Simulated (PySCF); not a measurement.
## Ionisation energy of S⁺ by level of theory

S⁺ [Ne] 3s2 3p3 (4S) → S²⁺ [Ne] 3s2 3p2 (3P), as a difference of total energies. All numbers are calculated (PySCF 2.14, no relativity, point nucleus, in aug-cc-pwCVTZ). Correlated levels: nothing frozen. The calculations carry no spin-orbit coupling.

```json
{"method": "UHF", "ionisation energy (eV)": "22.718", "plus first-order spin-orbit estimate": "22.657", "error of that sum (eV)": "-0.681"}
{"method": "MP2 (all electrons)", "ionisation energy (eV)": "23.380", "plus first-order spin-orbit estimate": "23.319", "error of that sum (eV)": "-0.019"}
{"method": "SCS-MP2 (all electrons)", "ionisation energy (eV)": "23.187", "plus first-order spin-orbit estimate": "23.126", "error of that sum (eV)": "-0.212"}
{"method": "CCSD (all electrons)", "ionisation energy (eV)": "23.301", "plus first-order spin-orbit estimate": "23.239", "error of that sum (eV)": "-0.099"}
{"method": "CCSD(T) (all electrons)", "ionisation energy (eV)": "23.338", "plus first-order spin-orbit estimate": "23.277", "error of that sum (eV)": "-0.061"}
```

Reference: 23.338 eV (measured; NIST Atomic Spectra Database, ionization energies).

A first-order spin-orbit estimate (lowest level to lowest level, LS coupling) adds -0.061 eV.

Errors of the correlated levels include the incompleteness of this basis.
